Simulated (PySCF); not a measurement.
# Indirect couplings

Cartesian coordinates in Å; atom numbers follow the order of the lines, from 1:
```xyz
10

C     2.687   -0.276   -0.232
C     1.498   -0.441   -0.424
Ge   -0.356   -0.676   -0.715
C    -1.317    0.747    0.302
F    -1.087    0.671    1.616
F    -2.641    0.631    0.119
F    -0.962    1.971   -0.102
H     3.739   -0.127   -0.063
H    -0.819   -2.032   -0.178
H    -0.690   -0.489   -2.198
```

Indirect spin–spin couplings were computed at B3LYP/pcJ-1 (pcSseg-1 on Ge) (spin–dipole term only in couplings to heteroatoms) (PySCF) on a PBE0-D3(BJ)/def2-SVP structure, for the isolated molecule, without vibrational or relativistic corrections. Couplings are averaged over pairs made equivalent by symmetry, fast rotation or ring inversion, so a value needn't be that of the named pair in this geometry, while other rotamers aren't included; one pair stands for each set, and the list holds those of at least 0.8 Hz over up to four bonds. One-bond C–F couplings come out tens of Hz too large with common functionals.

Isotopes: ¹³C, ¹⁹F, ¹H.

```
   pair  bonds  J (Hz)
 C1, C2      1   167.1
 C1, H8      1       ?
 C4, F5      1       ?
 C2, C4      2     6.3
 C2, H8      2    46.8
 C2, H9      2    11.2
 C4, H9      2       ?
 F5, F6      2    76.0
H9, H10      2       ?
 C1, C4      3     3.5
 C1, H9      3     4.9
 C2, F5      3     3.8
 F5, H9      3     6.5
 C1, F6      4     1.2
 C4, H8      4    -1.5
 H8, H9      4       ?
```

Task: Estimate the withheld couplings, with signs.

Result: 
- ¹J(C1,H8) = 266.4 Hz (bond length 1.076 Å, sp carbon)
- ¹J(C4,F5) = -397.0 Hz (bond length 1.336 Å)
- ²J(C4,H9) = 13.5 Hz (angle at Ge3 108°)
- ²J(H9,H10) = 16.5 Hz (angle at Ge3 112°)
- ⁴J(H8,H9) = -2.3 Hz

Relativistic effects of the heavier atoms present are left out.
